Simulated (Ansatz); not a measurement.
Consider the formal hydrolysis of a Mg–O bond: `C[S][Mg][O][SiH3]` + H₂O → `C[S][Mg][OH]` + `O[SiH3]`.

Isolated molecules relaxed with PBE0-D4/def2-TZVP in Ansatz; ΔE leaves out vibrations. CCSD(T)/CBS is the MP2 limit (def2-TZVPP, def2-QZVPP) plus CCSD(T) − MP2 in def2-TZVPP, frozen cores. This one scheme is used for every species. Functionals use def2-TZVPP. B3LYP here is the variant with VWN-RPA as its local correlation; programs differ in this. HSE06 is defined as in plane-wave codes. For Mg outer-core shells are correlated without core-valence functions, which leaves a few kJ/mol of doubt a bond. Each species was taken in one conformer, which may not be the lowest.

`C[S][Mg][O][SiH3]`:

```xyz
11

C     1.298    1.475   -2.526
S     0.342   -0.074   -2.684
Mg   -0.268   -0.548   -0.542
O    -0.741   -0.911    1.144
Si   -1.173   -1.247    2.661
H     0.693    2.289   -2.128
H     1.617    1.751   -3.531
H     2.188    1.344   -1.911
H     0.020   -1.417    3.541
H    -2.008   -0.154    3.243
H    -1.969   -2.508    2.734
```

H₂O:

```xyz
3

O     0.080    0.184   -0.334
H     0.543    0.265    0.503
H    -0.623   -0.448   -0.169
```

`C[S][Mg][OH]`:

Cartesian coordinates in Å:
```
C -0.780 0.834 1.330
S -0.324 1.469 -0.322
Mg 0.615 -0.343 -1.345
O 1.296 -1.775 -2.108
H -1.232 1.664 1.874
H -1.512 0.030 1.269
H 0.090 0.495 1.891
H 1.848 -2.375 -2.589
```

`O[SiH3]`:

Z-matrix (Å, degrees):
```
Si
O 1 1.648
H 1 1.489 2 111.7
H 1 1.489 2 111.7 3 120.9
H 1 1.481 2 105.9 3 -119.6
H 2 0.957 1 117.9 3 -60.5
```

```csv
level,ΔE (kJ/mol),difference from CCSD(T)/CBS
LDA (SPW92),30.7,-11.1
PBE-D4,33.8,-8.0
revPBE-D4,35.3,-6.5
BLYP-D4,33.9,-7.9
r2SCAN-D4,35.3,-6.5
PBE0-D4,36.3,-5.5
B3LYP-D4,35.5,-6.3
r2SCANh-D4,36.0,-5.8
r2SCAN0-D4,36.8,-5.0
HSE06-D4,36.4,-5.4
BHLYP-D4,37.9,-3.9
CAM-B3LYP-D4,33.6,-8.2
ωB97X-V,33.9,-7.9
ωB97M-V,34.1,-7.7
B2PLYP,34.9,-6.9
PBE-QIDH,37.7,-4.1
PBE,31.8,-10.0
revPBE,32.2,-9.6
BLYP,30.4,-11.4
r2SCAN,34.7,-7.1
PBE0,34.5,-7.3
B3LYP,32.5,-9.3
r2SCANh,35.2,-6.6
r2SCAN0,36.0,-5.8
HSE06,34.7,-7.1
LC-ωPBE,32.1,-9.7
RPA@PBE/def2-TZVPP,41.1,-0.7
MP2/def2-SVP,40.3,-1.5
CCSD/def2-SVP,41.9,0.1
CCSD(T)/def2-SVP,42.1,0.3
HF/def2-TZVPP,38.1,-3.7
MP2/def2-TZVPP,38.3,-3.5
SCS-MP2/def2-TZVPP,38.3,-3.5
CCSD/def2-TZVPP,39.3,-2.5
CCSD(T)/def2-TZVPP,39.7,-2.1
HF/def2-QZVPP,39.7,-2.1
MP2/def2-QZVPP,40.0,-1.8
SCS-MP2/def2-QZVPP,39.9,-1.9
MP2/CBS(def2),40.4,-1.4
CCSD/CBS(def2),41.4,-0.4
CCSD(T)/CBS,41.8,0
```

Largest T1 diagnostic among the species: 0.011.

From BLYP to BHLYP (50 % exact exchange), in def2-TZVPP and without D4, ΔE moves by +4.4 kJ/mol. The D4 term adds +3.0 kJ/mol with B3LYP and +1.8 kJ/mol with PBE0; it sums over pairs of atoms, weighted by their polarisabilities, and B3LYP, whose exchange is more repulsive, gets the larger term. Leaving LDA and LC-ωPBE aside and taking each functional with its dispersion term where it has one, the values, not all of them listed here, spread over 5.1 kJ/mol, from CAM-B3LYP-D4 to B97M-V.
